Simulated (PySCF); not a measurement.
Screening by computed properties: pick the candidate that meets the target.

All species are isolated and taken at one optimised geometry, non-relativistic unless stated; the electronic structure was computed with PySCF and density fitting.

The conformers computed, where there is a choice (atom-mapped SMILES and torsion angles):
- `[CH2:1]=[CH:2][CH:3]([SiH3:4])[SiH3:5]`: C1–C2–C3–Si4 118°
- `[CH:1]#[C:2][C@:3]([CH3:4])([F:5])[SiH2:6][OH:7]`: C2–C3–Si6–O7 170°, H–O7–Si6–C3 -47°
- `[CH2:1]=[CH:2][SiH2:3][SH:4]`: C1–C2–Si3–S4 127°, H–S4–Si3–C2 -45°
- `[CH2:1]=[C:2]([CH:3]=[O:4])[SiH2:5][CH2:6][F:7]`: C1–C2–C3–O4 180°, C1–C2–Si5–C6 -120°, C2–Si5–C6–F7 166°
- `[SiH3:1][O:2][SiH2:3][SiH2:4][SiH3:5]`: Si1–O2–Si3–Si4 -14°, O2–Si3–Si4–Si5 -155°
- `[CH3:1][c:2]1[cH:3][c:4]([C:5]([F:6])([F:7])[F:8])[nH:9][n:10]1`: C3–C4–C5–F6 108°
- `[CH2:1]=[CH:2][CH2:3][n:4]1[cH:5][c:6]([F:7])[cH:8][n:9]1`: C1–C2–C3–N4 131°, C2–C3–N4–C5 -71°

Task: Wanted: smallest rotational constant between 1.1 GHz and 1.7 GHz (GFN2-xTB) and HOMO energy below -8.7 eV (CAM-B3LYP/def2-SVPD), at GFN2-xTB geometries. Which candidate meets both?
A. `[SiH3]O[SiH2][SiH2][SiH3]`
B. `[SiH2]1C([SiH2]C1)C`
C. `C#C[C@](C)(F)[SiH2]O`
D. `C=C[SiH2]S`
E. `C=CC([SiH3])[SiH3]`
F. `S=C1SCCS1`
G. `C=C(C=O)[SiH2]CF`

Result: C. Computed values:
| species | smallest rotational constant | HOMO energy |
| --- | --- | --- |
| [SiH3]O[SiH2][SiH2][SiH3] | 0.602 GHz | -9.17 eV |
| C=C(C=O)[SiH2]CF | 1.057 GHz | -9.40 eV |
| S=C1SCCS1 | 1.149 GHz | -7.82 eV |
| C#C[C@](C)(F)[SiH2]O | 1.343 GHz | -9.07 eV |
| C=CC([SiH3])[SiH3] | 1.453 GHz | -8.39 eV |
| [SiH2]1C([SiH2]C1)C | 1.857 GHz | -8.83 eV |
| C=C[SiH2]S | 1.916 GHz | -8.58 eV |

Task: Wanted: lowest triplet excitation (Tamm–Dancoff) between 3 eV and 5 eV (TDA CAM-B3LYP/def2-SVPD) and electronic spatial extent ⟨r²⟩ about the centre of nuclear charge below 1030 bohr² (CAM-B3LYP/def2-SVPD), at GFN2-xTB geometries. Which candidate meets both?
A. `S=C1SCCS1`
B. `C=C(C=O)[SiH2]CF`
C. `C#C[C@](C)(F)[SiH2]O`
D. `[SiH3]O[SiH2][SiH2][SiH3]`
E. `[SiH2]1C(C)[SiH2]C1`
F. `Cc1cc(C(F)(F)F)[nH]n1`
G. `C=CC([SiH3])[SiH3]`

Result: G. Computed values:
```
                  species  lowest triplet excitation (Tamm–Dancoff)  electronic spatial extent ⟨r²⟩ about the centre of nuclear charge
                S=C1SCCS1                                   2.46 eV                                                          981 bohr²
         C=C(C=O)[SiH2]CF                                   3.32 eV                                                         1089 bohr²
       C=CC([SiH3])[SiH3]                                   4.22 eV                                                          886 bohr²
    Cc1cc(C(F)(F)F)[nH]n1                                   4.49 eV                                                         1522 bohr²
     C#C[C@](C)(F)[SiH2]O                                   5.22 eV                                                          963 bohr²
[SiH3]O[SiH2][SiH2][SiH3]                                   5.47 eV                                                         1884 bohr²
      [SiH2]1C(C)[SiH2]C1                                   5.97 eV                                                          740 bohr²
```

Task: Wanted: dipole moment below 1.5 D (CAM-B3LYP/def2-SVPD) and static isotropic polarisability above 80 au (CAM-B3LYP/def2-SVPD), at GFN2-xTB geometries. Which candidate meets both?
A. `C=C(C=O)[SiH2]CF`
B. `C#C[C@](C)(F)[SiH2]O`
C. `C=CC([SiH3])[SiH3]`
D. `S=C1SCCS1`
E. `C=C[SiH2]S`
F. `C=CCn1cc(F)cn1`

Result: C. Computed values:
```
             species  dipole moment  static isotropic polarisability
  C=CC([SiH3])[SiH3]         0.26 D                          92.3 au
C#C[C@](C)(F)[SiH2]O         0.96 D                          75.6 au
          C=C[SiH2]S         2.03 D                          73.2 au
      C=CCn1cc(F)cn1         2.80 D                          82.9 au
    C=C(C=O)[SiH2]CF         4.18 D                          78.6 au
           S=C1SCCS1         5.15 D                          97.8 au
```

Task: Wanted: lowest singlet excitation above 6.4 eV (TDDFT CAM-B3LYP/def2-SVPD) and HOMO–LUMO gap below 9.6 eV (CAM-B3LYP/def2-SVPD), at GFN2-xTB geometries. Which candidate meets both?
A. `C=CC([SiH3])[SiH3]`
B. `[SiH2]1C[SiH2]C1C`
C. `C#C[C@](C)(F)[SiH2]O`
D. `S=C1SCCS1`
E. `C=C(C=O)[SiH2]CF`

Result: A. Computed values:
| species | lowest singlet excitation | HOMO–LUMO gap |
| --- | --- | --- |
| S=C1SCCS1 | 2.83 eV | 6.83 eV |
| C=C(C=O)[SiH2]CF | 3.84 eV | 8.26 eV |
| C#C[C@](C)(F)[SiH2]O | 5.82 eV | 9.65 eV |
| [SiH2]1C[SiH2]C1C | 6.26 eV | 9.53 eV |
| C=CC([SiH3])[SiH3] | 6.58 eV | 9.38 eV |
